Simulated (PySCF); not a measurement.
## TlF3, singlet: molecular constants

All numbers come from PBE0 in PySCF with Tl def2-TZVP with ECP60, F def2-TZVP; scalar-relativistic core potentials, no spin–orbit coupling; density-fitted integrals.

The structure is a minimum.

Z-matrix (Å, degrees; charge 0 multiplicity 1):
```
Tl
F  1 1.9931
F  1 1.9931 2 120.00
F  1 1.9931 2 120.00 3 180.00
```

```
Point group                                                                   : D3h
Bond lengths                                                                  : Tl–F 1.993 Å (×3)
Bond angles                                                                   : F–Tl–F 120.0° (×3)
Heat capacity Cp at 298.15 K                                                  : 71.7 J/(mol K)
Principal polarisabilities                                                    : 21.5, 37.5, 37.5 bohr³
Highest occupied level                                                        : -10.89 eV
Atomisation energy without zero-point energy                                  : 917 kJ/mol
Enthalpy at 298.15 K above 0 K                                                : 17.26 kJ/mol
Dipole moment                                                                 : 0.00 D
Lowest empty level                                                            : -4.56 eV
Rotational symmetry number                                                    : 6
Principal quadrupole moments (Buckingham, traceless) about the centre of mass : -6.29, -6.29, 12.58 D Å
Rotational constants                                                          : 0.1489, 0.1489, 0.07446 cm⁻¹
Entropy at 298.15 K and 1 bar                                                 : 326.8 J/(mol K)
Zero-point energy                                                             : 11.8 kJ/mol
```

Harmonic modes (masses in u: Tl 204.974, F 18.998):
| symmetry | ω (cm⁻¹) | IR (km/mol, summed over degenerate members) |
| --- | --- | --- |
| e' | 71 | 58.0 |
| a2'' | 132 | 32.9 |
| a1' | 565 | 0.0 |
| e' | 565 | 186 |

In D3h the vibrations span 2e' + a2'' + a1'. The a1' mode carries no infrared intensity, as symmetry demands.

Charges (e):
```
  atom  Mulliken  Löwdin  polar tensor  Mayer order to Tl1
   Tl1      1.26    0.73          1.93                   –
F2,3,4     -0.42   -0.24         -0.64                0.85
```

Mulliken populations on Tl1 (electrons outside its core potential): s 2.88, p 6.58, d 10.17, f 0.12.

Counting electrons, thallium keeps none of its valence electrons outside its bonds, so the VSEPR class is AX3 and the expected shape is trigonal planar (D3h), as computed.

Spin–orbit coupling, left out here, can matter for elements this heavy.

The final relaxation and frequency run took about 80 core-seconds on a shared host.
